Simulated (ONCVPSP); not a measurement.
Which change was made? (Pt, ONCV)

ONCVPSP 4.0.1 input, shortened (lines: element, Z, core and valence counts, functional; n l f; lmax; l rc ep ncon nbas qcut; lloc lpopt rc5 dvloc0; l nproj debl; icmod fcfact rcfact), PBE, fully relativistic:

```
  Pt 78.00    9    5        4      upf
    1    0    2.00
    2    0    2.00
    2    1    6.00
    3    0    2.00
    3    1    6.00
    3    2   10.00
    4    0    2.00
    4    1    6.00
    4    2   10.00
    4    3   14.00
    5    0    2.00
    5    1    6.00
    5    2    9.00
    6    0    1.00
    3
    0    1.30    0.00    3    7    8.20
    1    1.45    0.00    4    8    9.60
    2    2.40    0.00    3    7    5.80
    3    0.95    0.00    3    7   19.50
    4    5    0.65    2.00
    0    2    0.60
    1    2    3.20
    2    2    2.70
    3    2    3.70
    0    0.00    0.00
```

Open shells are filled in proportion to 2j + 1.

Cutoffs, loose and tight: the cutoffs (Ha) at which the residual kinetic energy of the hardest occupied pseudo-wave falls to 1 and 0.1 mHa per electron. They do not see the model core or the augmentation charge, which bear on the density cutoff. Test errors are all-electron minus pseudo excitation energies from the reference, over the configurations 4f14 5s2 5p6 5d9 6s0; 4f14 5s2 5p6 5d8 6s0; 4f14 5s2 5p6 5d7 6s0; 4f14 5s2 5p6 5d9.5 6s0.5; variants that change the core or the reference have their own tests.

The base gives: outcome: generated; cutoff, loose: 159 Ha; cutoff, tight: 172 Ha; bound ghosts: s, p3/2; GHOST(+) flags above zero: d5/2, p1/2, d3/2; largest test error (meV): +64.

(1) After one change the result is: outcome: generated; cutoff, loose: 131 Ha; cutoff, tight: 360 Ha; bound ghosts: s, p3/2; GHOST(+) flags above zero: d5/2, p1/2, d3/2; largest test error (meV): +146. Which change was it?
A. s: qcut 9.4; p: qcut 11; d: qcut 6.6; f: qcut 22.4
B. s: qcut 6.4; p: qcut 7.5; d: qcut 4.6; f: qcut 15.3
C. s: qcut 10.6; p: qcut 12.4; d: qcut 7.5; f: qcut 25.1
D. s: qcut 8.9; p: qcut 10.4; d: qcut 6.3; f: qcut 21.2
E. s: qcut 5.6; p: qcut 6.5; d: qcut 3.9; f: qcut 13.2

Results:

(1) B. The others give: s: qcut 8.9; p: qcut 10.4; d: qcut 6.3; f: qcut 21.2 → outcome: generated; cutoff, loose: 175 Ha; cutoff, tight: 191 Ha; bound ghosts: s, p3/2; GHOST(+) flags above zero: d5/2, p1/2, d3/2; largest test error (meV): +44 | s: qcut 9.4; p: qcut 11; d: qcut 6.6; f: qcut 22.4 → outcome: generated; cutoff, loose: 186 Ha; cutoff, tight: 205 Ha; bound ghosts: s, p3/2; GHOST(+) flags above zero: d5/2, p1/2, d3/2; largest test error (meV): +35 | s: qcut 5.6; p: qcut 6.5; d: qcut 3.9; f: qcut 13.2 → outcome: generated; bound ghosts: s, p3/2, p1/2; GHOST(+) flags above zero: d5/2, d3/2; largest test error (meV): +234 | s: qcut 10.6; p: qcut 12.4; d: qcut 7.5; f: qcut 25.1 → outcome: failed: ERROR pspot: first pseudo wave function has node, program will stop.
